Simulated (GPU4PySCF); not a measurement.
hexaazatrinaphthylene (C24H12N6), SMILES c1ccc2nc3c(nc2c1)c1nc2ccccc2nc1c1nc2ccccc2nc31.

Coordinates come from a PBE0-D3(BJ)/def2-SVP optimisation.

Computed with SMD-M06-2X/6-31G* (GPU4PySCF).

Solvation free energies are E(SMD) − E(gas) at the gas-phase geometry, for 1 M in both phases. In vacuum the dipole moment is 0.00 D.

Computed solvation free energies in water, 2-propanol, chlorobenzene, cyclohexanone:
```json
[
 {"solvent": "water", "ΔG(solv) (kcal/mol)": "-20.2", "its non-electrostatic (CDS) part": "-1.5", "dipole (D)": "0.00"},
 {"solvent": "2-propanol", "ΔG(solv) (kcal/mol)": "-20.8", "its non-electrostatic (CDS) part": "-3.4", "dipole (D)": "0.00"},
 {"solvent": "chlorobenzene", "ΔG(solv) (kcal/mol)": "-23.2", "its non-electrostatic (CDS) part": "-9.6", "dipole (D)": "0.00"},
 {"solvent": "cyclohexanone", "ΔG(solv) (kcal/mol)": "-20.7", "its non-electrostatic (CDS) part": "-3.7", "dipole (D)": "0.00"}
]
```
